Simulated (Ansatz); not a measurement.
`[SiH3][Se][GeH3]`. Total charge 0; spin multiplicity 1.

Cartesian coordinates in Å:
```
Si -0.341 -0.445 -1.607
Se -0.765 1.376 -0.313
Ge 0.306 0.517 1.603
H 1.121 -0.673 -1.741
H -0.934 -0.164 -2.937
H -0.959 -1.665 -1.025
H 1.784 0.236 1.291
H 0.175 1.600 2.680
H -0.387 -0.780 2.049
```

(1) List the harmonic frequencies (cm⁻¹, unscaled) at PBE0-D4/def2-TZVP in Ansatz. (An estimate is asked.)

(2) Is this a minimum?

(3) Give the ideal-gas thermochemistry at 298.15 K and 1 bar (rigid rotor, harmonic oscillator; point group Cs, symmetry number 1).

(4) And at 400, 500, 600, 800 and 1000 K?

(5) Rotational constants (cm⁻¹)?

## Answers

(1) Ansatz gave: 38, 78, 92, 289, 402, 530, 545, 596, 612, 814, 866, 877, 910, 929, 952, 2154, 2158, 2178, 2222, 2228, 2247.

(2) Yes, all 21 modes are real.

(3) Zero-point energy 129.9 kJ/mol; H(298) − E = 150.8 kJ/mol; entropy 367.3 J/(mol·K), of which translation 174.0, rotation 117.0, vibration 76.3; G(298) − E = 41.3 kJ/mol. Modes under 100 cm⁻¹ are hindered rotations or soft bends, so the harmonic entropy is rough.

(4) 
```tsv
T (K)	H − E (kJ/mol)	S (J/mol/K)	G − E (kJ/mol)
400	162.2	400.1	2.1
500	174.9	428.3	-39.3
600	188.7	453.6	-83.4
800	219.3	497.5	-178.7
1000	252.7	534.7	-282.0
```

(5) 0.1546, 0.05338, 0.04086.
